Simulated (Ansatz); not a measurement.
`[NH2][Ti]([NH2])([NH2])[NH2]`, relaxed with RKS PBE0-D4/def2-TZVP in Ansatz 0.2.0 from a PBE-D4/def2-SVP geometry. The force threshold is 0.005 eV/Å; the program also tests the step.

The species carries charge 0 and has multiplicity 1.

Start:

```xyz
13

N     1.802    0.315    0.486
Ti   -0.003   -0.003   -0.002
N    -0.074   -0.719   -1.759
N    -0.760   -1.219    1.244
N    -0.968    1.629    0.031
H     2.103    0.364    1.465
H     2.627    0.311   -0.123
H    -0.048   -0.123   -2.595
H    -0.269   -1.685   -2.040
H    -1.647   -1.126    1.749
H    -0.245   -2.028    1.608
H    -1.852    1.751   -0.476
H    -0.667    2.531    0.412
```

Q: By how much does the energy fall, and how many steps does the optimiser take? (An estimate is asked.)

A: Computed: 4.34 kJ/mol, in 4 steps.

Q: Which bonds change most? (An estimate is asked.)

A: Computed: N4–H11 from 1.027 to 1.011 Å; N5–H12 from 1.027 to 1.011 Å; N3–H8 from 1.026 to 1.011 Å; N1–H6 from 1.026 to 1.011 Å.

Q: Give the relaxed structure. (Estimate.)

A: Computed: 
```xyz
13

N     1.802    0.308    0.489
Ti   -0.001   -0.001    0.000
N    -0.084   -0.716   -1.752
N    -0.753   -1.218    1.239
N    -0.964    1.628    0.024
H     2.105    0.391    1.449
H     2.600    0.315   -0.128
H    -0.029   -0.142   -2.582
H    -0.283   -1.672   -2.004
H    -1.645   -1.132    1.703
H    -0.250   -2.018    1.600
H    -1.839    1.757   -0.465
H    -0.660    2.502    0.427
```
